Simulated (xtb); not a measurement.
Input for xtb: GFN2-xTB on GeH7NO (a complex), monomers drawn apart or pushed together.

```
$ xtb mol.xyz --gfn 2 --sp --chrg 0 --uhf 0
10

O     -0.36249088     0.71426461     0.57519460
Ge     0.51478460    -0.70741770    -0.03530719
H     -0.46111203     0.69065594     1.54997456
H      1.93723128    -0.77697419     0.56828375
H      0.58413740    -0.52577606    -1.55836036
H     -0.23738852    -2.01144589     0.32022259
N     -0.74733432     0.74953377     3.70983742
H     -1.72441936     0.91938997     3.92055577
H     -0.47707244    -0.10898335     4.17646637
H     -0.20826908     1.50483376     4.11808178
```

The head of its log:

```
[...]
           -------------------------------------------------
          |                Calculation Setup                |
           -------------------------------------------------



molecular fragmentation (1/2 indicates fragments):
1111112222
# atoms in fragment 1/2:     6     4
 fragment masses (1/2) :       92.66       17.03
CMA distance (Bohr)    :   7.643
constraining FC (au)   :  0.0500

           -------------------------------------------------
          |                 G F N 2 - x T B                 |
           -------------------------------------------------

        Reference                      10.1021/acs.jctc.8b01176
      * Hamiltonian:
        H0-scaling (s, p, d)           1.850000    2.230000    2.230000
        zeta-weighting                 0.500000
      * Dispersion:
        s8                             2.700000
        a1                             0.520000
        a2                             5.000000
        s9                             5.000000
      * Repulsion:
        kExp                           1.500000    1.000000
        rExp                           1.000000
      * Coulomb:
        alpha                          2.000000
        third order                    shell-resolved
        anisotropic                    true
        a3                             3.000000
        a5                             4.000000
        cn-shift                       1.200000
        cn-exp                         4.000000
        max-rad                        5.000000


          ...................................................
          :                      SETUP                      :
          :.................................................:
          :  # basis functions                  25          :
          :  # atomic orbitals                  24          :
          :  # shells                           14          :
          :  # electrons                        22          :
          :  max. iterations                   250          :
          :  Hamiltonian                  GFN2-xTB          :
          :  restarted?                      false          :
          :  GBSA solvation                  false          :
          :  PC potential                    false          :
          :  electronic temp.          300.0000000     K    :
          :  accuracy                    1.0000000          :
          :  -> integral cutoff          0.2500000E+02      :
          :  -> integral neglect         0.1000000E-07      :
          :  -> SCF convergence          0.1000000E-05 Eh   :
          :  -> wf. convergence          0.1000000E-03 e    :
          :  Broyden damping             0.4000000          :
          :  net charge                          0          :
          :  unpaired electrons                  0          :
          ...................................................

 iter      E             dE          RMSdq      gap      omega  full diag
   1    -12.4684863 -0.124685E+02  0.471E+00    4.05       0.0  T
   2    -12.5089197 -0.404334E-01  0.449E+00    8.12       1.0  T
```

### Question
Give the final energy of this run.

### Answer
-12.4755 hartree.
